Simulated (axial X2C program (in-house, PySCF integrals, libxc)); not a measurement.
Low determinants of SbH⁻ at the PBE0 level, with spin–orbit coupling

All values were computed with an in-house relativistic program for diatomic molecules. Two-component (2c) means X2C with spin–orbit coupling and atomic mean-field two-electron Coulomb and Gaunt terms. Basis: Sb dyall-acv3z [12s13p9d5f1g], H dyall-av3z [7s3p2d] (cores contracted in-house); Gaussian nuclei, density fitting, unrestricted open shells. Masses: Sb 120.904 u, H 1.008 u.

Search at 1.720 Å (vertical energies from the lowest determinant):

```csv
ΔE (eV),state,electrons beyond evenly filled partner blocks,"electrons in ±ω = 1/2, 3/2, 5/2, 7/2"
0.00,Ω = 3/2,ω = 3/2,34 15 4 0
0.29,Ω = 1/2,ω = 1/2,33 16 4 0
1.61,Ω = 1/2,"2 × ω = -1/2, ω = 3/2",34 15 4 0
2.04,Ω = 1/2,ω = 1/2,35 14 4 0
2.23,Ω = 5/2,"ω = -1/2, 2 × ω = 3/2",33 16 4 0
2.40,Ω = 5/2,"2 × ω = 1/2, ω = 3/2",34 15 4 0
3.09,Ω = 7/2,"ω = 1/2, 2 × ω = 3/2",33 16 4 0
```

Lowest determinant, Ω = 3/2 (⟨Sz⟩ = 0.50, ⟨Lz⟩ = 1.00 at PBE0): Re = 1.735 Å, ωe = 1810.0 cm⁻¹.

The determinant in row 2 of the search, Ω = 1/2 (⟨Sz⟩ = -0.50, ⟨Lz⟩ = 1.00 at PBE0), was followed along the bond at PBE0; measured from the minimum of the lowest determinant it gives:

Te = 0.291 eV (2346 cm⁻¹), Re = 1.732 Å, ωe = 1828.5 cm⁻¹.

Compare the bond of the determinant in row 2 with that of the lowest one.

At PBE0 its Re is 0.003 Å shorter and its force constant, which goes as ωe², is 1.02 times that of the lowest determinant. T0 ≈ Te + Δωe/2 = 2346 + (9) = 2355 cm⁻¹.

The search compares states at one distance, so a state with another bond length can lie lower; it is not exhaustive and yields mostly the lowest determinant of each block pattern, so other components and higher states of one pattern are missing. These are energies of single determinants, not of spin-adapted states; PBE0 term energies can be off by some tenths of an eV, and the functional has no current term. For an anion, determinants above electron detachment are held by the basis set. The highest occupied level of some functionals is positive through self-interaction error; at Hartree–Fock it is bound. Row 1 has a positive highest level at its minimum. Row 2 has a positive highest level at its minimum.
